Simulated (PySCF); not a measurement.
H6O3W, SMILES [OH][WH3]([OH])[OH], multiplicity 1. Geometry optimised at PBE-D3(BJ)/def2-SVP. The multiplicity is an assumed one; no other spin state was optimised. The structure was generated by enumeration; whether it is a known compound was not checked. The def2 effective core potentials stand for the cores of W; spin–orbit coupling is left out. The values are those of a single conformer.

Computed equilibrium geometry at PBE-D3(BJ)/def2-SVP (PySCF confirms it by a frequency run) as a Z-matrix, and its point group (one conformer of several):
point group C3v.
```
W
O 1 1.9038
H 2 0.9738 1 129.01
O 1 1.9038 2 113.69 3 113.90
H 4 0.9738 1 129.01 2 -113.90
O 1 1.9038 2 113.69 3 -113.90
H 6 0.9738 1 129.01 2 113.90
H 1 1.6985 2 84.65 3 -32.14
H 1 1.6985 8 63.96 6 86.65
H 1 1.6985 8 63.96 9 72.24
```
